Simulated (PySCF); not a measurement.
Calculation: PBE-D3(BJ)/def2-TZVP // PBE-D3(BJ)/def2-SVP in PySCF. All species are isolated molecules in the gas phase. 

Reference species: [Hf(F)(H)3] (neutral, multiplicity 1).

```json
{
  "LUMO": "-2.92 eV",
  "HOMO–LUMO gap": "4.27 eV"
}
```

Changed species: [Hf(F)4] (0 of 4 F replaced by H; the reference has 3 of 4 F replaced by H).

Q: Give the shifts of the LUMO and HOMO–LUMO gap.

A: the LUMO rises by 1.21 eV, to -1.71 eV; the HOMO–LUMO gap goes up by 4.10 eV, to 8.37 eV.
